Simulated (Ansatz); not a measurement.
`BN([SiH3])[SiH3]` + `[CH3][GeH]([NH2])[F]` → `B[NH][GeH]([CH3])[F]` + `[SiH3]N[SiH3]` at 298.15 K and 1 bar (ligand exchange at a B–N bond).

Calculated with Ansatz (gas phase, PBE0-D4/def2-TZVP geometries, no zero-point term in ΔE). CBS: MP2 limit from def2 TZ/QZ plus the TZ coupled-cluster correction, frozen cores. This one scheme is used for every species. For Ge outer-core shells are correlated without core-valence functions, which leaves a few kJ/mol of doubt a bond. Scalar relativity is left out up to krypton. Each species was taken in one conformer, which may not be the lowest.

```csv
species,CCSD(T)/CBS energy (Eh),H − E (kJ/mol),S (J/(mol·K))
`BN([SiH3])[SiH3]`,-662.52490,227.7,348.6
`[CH3][GeH]([NH2])[F]`,-2272.33936,211.8,336.1
`B[NH][GeH]([CH3])[F]`,-2297.76421,247.9,366.8
`[SiH3]N[SiH3]`,-637.10515,192.6,335.6
```

H − E and S are ideal-gas, rigid-rotor, harmonic terms from PBE0-D4/def2-TZVP, for one conformer and one mirror image of each species. 1 Eh = 2625.50 kJ/mol, R = 8.31446 J/(mol·K).

Q: By hand: ΔE, ΔH, ΔS and ΔG.

A: ΔE = (-2297.76421) + (-637.10515) − (-662.52490) − (-2272.33936) = -0.00510 Eh = -13.4 kJ/mol. Δ(H − E) = 247.9 + 192.6 − 227.7 − 211.8 = 1.0, so ΔH = -12.4 kJ/mol. ΔS = 366.8 + 335.6 − 348.6 − 336.1 = 17.7 J/(mol·K). ΔG = -12.4 − 298.15 × (17.7)/1000 = -17.7 kJ/mol.

Q: By hand: the equilibrium constant, and the temperature at which ΔG would vanish if ΔH and ΔS stayed fixed.

A: log₁₀ K = −ΔG/(RT ln 10) = 3.1. ΔH and −TΔS have one sign here, so there is no such temperature.

TΔS isn't small against ΔH here. A doubt of 5 kJ/mol in ΔE shifts log₁₀ K by 0.9 here. Other conformers and mirror images would add mixing entropy, several J/(mol·K) or more a flexible species. Modes under 60 cm⁻¹, often nearly free rotors, make the harmonic entropy too high. These are equilibria of isolated gas molecules and say nothing of rates. Largest T1 diagnostic: 0.013 (customary marks: 0.02 for closed shells, 0.045 for open ones).
